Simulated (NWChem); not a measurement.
System: AlSiH4F; SMILES [F][AlH][SiH3]

NWChem printed, in part:

```
             Northwest Computational Chemistry Package (NWChem) 7.3.0
             --------------------------------------------------------

 C1  symmetry detected

                             Geometry "geometry" -> ""
                             -------------------------

 Output coordinates in angstroms (scale by  1.889725989 to convert to a.u.)

  No.       Tag          Charge          X              Y              Z
 ---- ---------------- ---------- -------------- -------------- --------------
    1 Al                  13.0000     0.55096906     0.75247036    -0.00271532
    2 F                    9.0000    -0.63210331     1.93256337     0.00024120
    3 H                    1.0000     2.04236560     1.28863614     0.01310517
    4 Si                  14.0000    -0.18003450    -1.58382859    -0.00143987
    5 H                    1.0000    -0.35542245    -2.06500061     1.40775620
    6 H                    1.0000     0.84296358    -2.46293776    -0.65266499
    7 H                    1.0000    -1.48309163    -1.76228255    -0.71490978

 Effective nuclear repulsion energy (a.u.)     128.8095501617

                                 NWChem DFT Module
                                 -----------------

 Summary of "ao basis" -> "ao basis" (spherical)
 ------------------------------------------------------------------------------
       Tag                 Description            Shells   Functions and Types
 ---------------- ------------------------------  ------  ---------------------
 Al                          6-31g*                  8       18   4s3p1d
 F                           6-31g*                  6       14   3s2p1d
 H                           6-31g*                  2        2   2s
 Si                          6-31g*                  8       18   4s3p1d

            General Information
            -------------------
          SCF calculation type: DFT
          Wavefunction type:  closed shell.
          No. of atoms     :     7
          No. of electrons :    40
           Alpha electrons :    20
            Beta electrons :    20
          Charge           :     0
          Spin multiplicity:     1
          Use of symmetry is: off; symmetry adaption is: off
          Maximum number of iterations: 150
          AO basis - number of functions:    58
                     number of shells:    30
          Convergence on energy requested:  1.00D-06
          Convergence on density requested:  1.00D-05
          Convergence on gradient requested:  5.00D-04

[...]

                                NWChem TDDFT Module
                                -------------------

            General Information
            -------------------
           No. of orbitals :     116
            Alpha orbitals :      58
             Beta orbitals :      58
        Alpha frozen cores :       0
         Beta frozen cores :       0
     Alpha frozen virtuals :       0
      Beta frozen virtuals :       0
         Spin multiplicity :       1
    Number of AO functions :      58
        Use of symmetry is : off
      Symmetry adaption is : off
         Schwarz screening :  0.10D-07

              XC Information
              --------------
                 Slater Exchange Functional   1.00 local
               VWN V Correlation Functional   1.00 local

             TDDFT Information
             -----------------
          Calculation type : TDDFT
         Wavefunction type : Restricted singlets & triplets
          No. of electrons :      40
           Alpha electrons :      20
            Beta electrons :      20
              No. of roots :       6
          Max subspacesize :    5200
            Max iterations :     100
               Target root :       1
           Target symmetry : none
      Symmetry restriction : off
                 Algorithm : Optimal
        Davidson threshold :  0.10D-03

    6 smallest eigenvalue differences (eV)
--------------------------------------------------------
  No. Spin  Occ  Vir  Irrep   E(Occ)    E(Vir)   E(Diff)
--------------------------------------------------------
    1    1   20   21 a        -0.245    -0.093     4.152
    2    1   20   22 a        -0.245    -0.035     5.718
    3    1   19   21 a        -0.312    -0.093     5.975
    4    1   20   23 a        -0.245    -0.023     6.050
    5    1   18   21 a        -0.315    -0.093     6.056
    6    1   17   21 a        -0.322    -0.093     6.254
--------------------------------------------------------

  Entering Davidson iterations
  Restricted singlet excited states

  Iter   NTrls   NConv    DeltaV     DeltaE      Time
  ----  ------  ------  ---------  ---------  ---------
    1      6       0     0.16E+00   0.10+100        1.6
    2     12       0     0.12E+00   0.91E-02        1.6
    3     24       0     0.27E-01   0.20E-01        2.0
    4     36       0     0.73E-02   0.34E-03        1.9
    5     48       0     0.32E-02   0.27E-04        1.9
    6     60       1     0.15E-02   0.57E-05        1.9
    7     70       1     0.62E-03   0.11E-05        1.9
    8     80       3     0.23E-03   0.16E-06        1.8
    9     86       6     0.78E-04   0.20E-07        1.7
  ----  ------  ------  ---------  ---------  ---------
  Convergence criterion met

  Ground state a        -631.289781486338 a.u.

  ----------------------------------------------------------------------------
  Root   1 singlet a              0.161872815 a.u.                4.4048 eV
  ----------------------------------------------------------------------------
     Transition Moments    X  0.00403   Y -0.00779   Z  0.21762
     Dipole Oscillator Strength                    0.0051189160
     Electric Quadrupole                           0.0000000370
     Magnetic Dipole                               0.0000013751
     Total Oscillator Strength                     0.0051203281

[...]
```

Level: LDA (Slater exchange, VWN5)/6-31G* (spherical d), full TDDFT. All runs use the structure optimised with PBE0/def2-SVP.

Which NWChem input produces such a log?

One answer among several that fit: the input that was run:
```
start job
memory heap 200 mb stack 900 mb global 1100 mb
geometry units angstroms noautoz
  Al     0.533631     0.730202    -0.004770
  F     -0.652426     1.907073     0.018294
  H      2.023716     1.270154     0.004514
  Si    -0.191306    -1.607940    -0.019566
  H     -0.354527    -2.102626     1.386409
  H      0.828882    -2.478253    -0.686817
  H     -1.499387    -1.783226    -0.724578
end
basis spherical
  * library 6-31g*
end
dft
  xc slater vwn_5
  iterations 150
end
tddft
  nroots 6
end
task tddft energy
```
